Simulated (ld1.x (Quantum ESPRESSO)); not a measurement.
Which change was made? (Br, RRKJ)

```
Element                 : bromine
Generator               : ld1.x (Quantum ESPRESSO) 7.5
Type                    : norm-conserving RRKJ (Kleinman–Bylander form)
Functional              : LDA (PZ)
Relativity              : scalar-relativistic
Frozen core             : [Ar]
Valence charge          : 17
Reference configuration : 3d10 4s1.75 4p5.25
Partial waves           : 4p (bound): rc 1.80 bohr; 3d (bound): rc 0.80 bohr; 4s (bound): rc 1.00 bohr
Local potential         : the s channel
Core correction         : none
```

Cutoffs, loose and tight: the cutoffs (Ry, on a coarse ladder) from which the occupation-weighted sum of valence levels, in a spherical-Bessel basis at the reference potential, stays within 10 and 1 mRy of its value at 400 Ry. They do not see the model core or the augmentation charge, which bear on the density cutoff. Test errors are all-electron minus pseudo excitation energies from the reference, over the configurations 3d10 4s2 4p5; 3d10 4s2 4p4; 3d10 4s2 4p3; 3d10 4s2 4p2; 3d9 4s2 4p5; 3d10 4s2 4p4.5; 3d10 4s2 4p5.3 (two spin-polarised tests are not counted in the largest error); variants that change the core or the reference have their own tests.

The base gives: outcome: generated; cutoff, loose: over 300 Ry; cutoff, tight: over 300 Ry; bound ghosts: p; largest test error (meV): -316.

(1) After one change the result is: outcome: generated; cutoff, loose: over 300 Ry; cutoff, tight: over 300 Ry; bound ghosts: p; largest test error (meV): -482. Which change was it?
A. type ultrasoft; waves now 4s (bound): rcut 0.85, rcutus 1.00 bohr; 4s channel at 0.8 Ry: rcut 0.85, rcutus 1.00 bohr; 4p (bound): rcut 1.55, rcutus 1.80 bohr; 4p channel at 3.9 Ry: rcut 1.55, rcutus 1.80 bohr; 3d (bound): rcut 0.70, rcutus 0.80 bohr; 3d channel at -2.4 Ry: rcut 0.70, rcutus 0.80 bohr; local potential all-electron potential smoothed inside 1.50 bohr (lloc = -1); augmentation built from norm-conserving waves at rcut, not smoothed further
B. core correction a·sin(br)/r model core inside 0.36 bohr
C. wave 4s (bound): rc 1.00 bohr becomes 4s (bound): rc 1.12 bohr

Results:

(1) B. The others give: wave 4s (bound): rc 1.00 bohr becomes 4s (bound): rc 1.12 bohr → outcome: generated; cutoff, loose: 300 Ry; cutoff, tight: over 300 Ry; bound ghosts: p; largest test error (meV): -1390 | type ultrasoft; waves now 4s (bound): rcut 0.85, rcutus 1.00 bohr; 4s channel at 0.8 Ry: rcut 0.85, rcutus 1.00 bohr; 4p (bound): rcut 1.55, rcutus 1.80 bohr; 4p channel at 3.9 Ry: rcut 1.55, rcutus 1.80 bohr; 3d (bound): rcut 0.70, rcutus 0.80 bohr; 3d channel at -2.4 Ry: rcut 0.70, rcutus 0.80 bohr; local potential all-electron potential smoothed inside 1.50 bohr (lloc = -1); augmentation built from norm-conserving waves at rcut, not smoothed further → outcome: failed: run_pseudo: Errors in PS-KS equation.
